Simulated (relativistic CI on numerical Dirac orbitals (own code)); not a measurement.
**L2,3 absorption of nickel in several valence states**

Computed multiplet spectra 2p⁶3dⁿ → 2p⁵3dⁿ⁺¹ (Dirac-Coulomb-Breit ions, Slater integrals scaled by 0.9, an assumed crystal field that grows with the charge, no charge transfer; 300 K; Lorentzian 0.4 eV and Gaussian 0.3 eV FWHM at both edges, so that L2 comes out sharper than in experiment). Peaks over 5 % are given in eV from the highest peak in the L3 region of each spectrum (height, largest 100). S of the lowest state is read from ⟨S²⟩, and the branching ratio is the share of L3, cut at the minimum between the edges.

Field parameters in Wybourne normalisation: Td as Oh with Dq negative (B⁴₀ = 21Dq, B⁴₄ = √(5/14) B⁴₀). The field is a parameter set, without covalency.

- Ni2+ (d8, Td, 10Dq = -7550 cm⁻¹): S = 1.00, branching ratio 0.90; peaks 0.0 (100), 0.6 (71), 2.8 (19), 3.6 (5), 18.4 (7), 19.1 (13)
- Ni3+ (d7, Td, 10Dq = -9750 cm⁻¹): S = 1.50, high spin, branching ratio 0.75; peaks 0.0 (100), 0.6 (82), 1.4 (64), 2.8 (28), 3.6 (22), 4.8 (11), 5.5 (11), 17.1 (14), 17.9 (28), 18.6 (48), 20.9 (7), 21.4 (9), 22.5 (6)

**Question.** What spin state follows for Ni4+ in Td, 10Dq = -11950 cm⁻¹, and does its branching ratio lie nearer 2/3 or nearer 0.8?

**Answer.** Ni4+ (d6, Td, 10Dq = -11950 cm⁻¹): S = 2.00, high spin, branching ratio 0.76; peaks -4.2 (15), -1.7 (59), -0.6 (98), 0.0 (100), 1.4 (59), 3.6 (34), 5.7 (13), 14.7 (14), 16.3 (34), 17.3 (25), 17.8 (29), 18.5 (30), 19.3 (14), 20.4 (12), 21.7 (9), 22.6 (7). High-spin states, above all those with an unquenched orbital moment, raise the ratio above the statistical 2/3; low spin and nearly empty shells keep it near or below 2/3.

The centroid of the whole edge, which also moves with the branching ratio, lies at 856.8 (Ni2+), 862.6 (Ni3+), 865.9 (Ni4+) eV in this ionic model, in steps of 3.3 to 5.8 eV. Compounds show about 1 to 2 eV a unit and lower energies for the high valences, since ligands screen the charge. The multiplet shape follows the d count and the spin state, and so serves as a fingerprint of valence.
